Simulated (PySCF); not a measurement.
**GaCl₂: PBE0 against B3LYP**

Base calculation in PySCF with density fitting and no spin–orbit coupling, PBE0/def2-TZVP (no relativity): doublet, C2v, Ga–Cl 2.160 Å (×2); Cl–Ga–Cl 119.3°; wavenumbers 115, 373, 422 cm⁻¹; dipole moment 1.74 D, polar-tensor charge of Ga 1.03 e, atomisation energy (no zero-point energy) 688 kJ/mol.

Question: What changes on going to B3LYP/def2-TZVP (no relativity)?

Answer: The point group stays the same. Changes: mean bond to Ga +0.027 Å, smallest bond angle +0.7 degrees, highest wavenumber -23 cm⁻¹, lowest wavenumber -5 cm⁻¹, dipole moment +0.07 D, polar-tensor charge of Ga -0.04 e, atomisation energy (no zero-point energy) -39 kJ/mol. The new structure has Ga–Cl 2.187 Å (×2); Cl–Ga–Cl 120.0°, with wavenumbers 110, 350, 399 cm⁻¹.

Only the bonding shown was studied: isomers, or loss of a ligand pair, can lie lower.
